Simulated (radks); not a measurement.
The numbers below are computed, except where a source is named.
Hg III, 78 electrons, occupied as [Xe] 4f14 5d10. Code: a radial shooting solver on a logarithmic mesh with Libxc functionals. Model: Dirac Kohn-Sham, PBEsol, spin-unpolarised, spherical densities, finite nucleus; Fermi nuclear charge, rms radius 5.4648 fm.

Unscreened Slater integrals over Kohn-Sham orbitals (hartree). Large and small components are both included.

| integral | value |
|---|---|
| F0(5d5/2,5d5/2) | 0.61839 |
| F2(5d5/2,5d5/2) | 0.31927 |
| F4(5d5/2,5d5/2) | 0.21103 |
| F0(5d5/2,5d3/2) | 0.62963 |
| F2(5d5/2,5d3/2) | 0.32498 |
| G2(5d5/2,5d3/2) | 0.32450 |
| G4(5d5/2,5d3/2) | 0.21467 |
| F0(5d5/2,5p3/2) | 0.70383 |
| F2(5d5/2,5p3/2) | 0.34878 |
| G1(5d5/2,5p3/2) | 0.42316 |
| G3(5d5/2,5p3/2) | 0.26151 |
| F0(5d5/2,5p1/2) | 0.72394 |
| G3(5d5/2,5p1/2) | 0.23814 |
| F0(5d3/2,5d3/2) | 0.64157 |
| F2(5d3/2,5d3/2) | 0.33170 |
| F0(5d3/2,5p3/2) | 0.72106 |
| F2(5d3/2,5p3/2) | 0.36287 |
| G1(5d3/2,5p3/2) | 0.44777 |
| G3(5d3/2,5p3/2) | 0.27684 |
| F0(5d3/2,5p1/2) | 0.74307 |
| G1(5d3/2,5p1/2) | 0.41358 |
| F0(5p3/2,5p3/2) | 0.84176 |
| F2(5p3/2,5p3/2) | 0.45282 |
| F0(5p3/2,5p1/2) | 0.87964 |
| G2(5p3/2,5p1/2) | 0.45963 |
| F0(5p1/2,5p1/2) | 0.92515 |
